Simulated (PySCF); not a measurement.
A side-by-side comparison of computed properties.

First species: C5H12N2Si.
InChI=1S/C5H12N2Si/c1-5(2)7-8-4-3-6-8/h3,5,7-8H,4H2,1-2H3/t8-/m0/s1

Second species: C4H9F3OSi.
SMILES: `C[SiH2]COC(F)(F)CF`

Levels: PBE0/pcSseg-1 for dipole moment, HOMO energy, LUMO energy and HOMO–LUMO gap; GFN2-xTB for rotational constant A and rotational constant C. Geometries: GFN2-xTB. Each species is one conformer at its optimised geometry, gas phase, non-relativistic unless stated. Electronic properties by PySCF.

Dipoles, sizes and rotational constants follow the conformer. The torsions of the flexible species, by atom-mapped SMILES:
- `[CH3:1][CH:2]([CH3:3])[NH:4][Si@H:5]1[CH2:6][CH:7]=[N:8]1`: C1–C2–N4–Si5 -154°, C2–N4–Si5–C6 166°
- `[CH3:1][SiH2:2][CH2:3][O:4][C:5]([F:6])([F:7])[CH2:8][F:9]`: C1–Si2–C3–O4 63°, Si2–C3–O4–C5 180°, C3–O4–C5–F6 -58°, O4–C5–C8–F9 179°

| property | column X | column Y |
| --- | --- | --- |
| dipole moment | 2.20 D | 3.16 D |
| HOMO energy | -6.42 eV | -9.08 eV |
| LUMO energy | -0.14 eV | 0.86 eV |
| HOMO–LUMO gap | 6.28 eV | 9.94 eV |
| rotational constant A | 4.246 GHz | 2.843 GHz |
| rotational constant C | 0.794 GHz | 0.571 GHz |

Question: Which column belongs to which species?

Answer: Column X is the first species and column Y the second. The first has 20 atoms and 70 electrons, the second 18 and 82.

Question: How does each property change from the first species to the second?

Answer: dipole moment +0.96 D; HOMO energy -2.66 eV; LUMO energy +1.00 eV; HOMO–LUMO gap +3.66 eV; rotational constant A -1.403 GHz; rotational constant C -0.223 GHz.

On the first: The dipole equals about 7.3 × 10⁻³⁰ C·m (1 D = 3.33564 × 10⁻³⁰ C·m). A dipole of 2.20 D is allowed in C1, and pure rotational transitions are dipole-allowed.

On the second: The dipole matches unit charges of opposite sign 0.66 Å apart (1 e·Å = 4.8032 D).
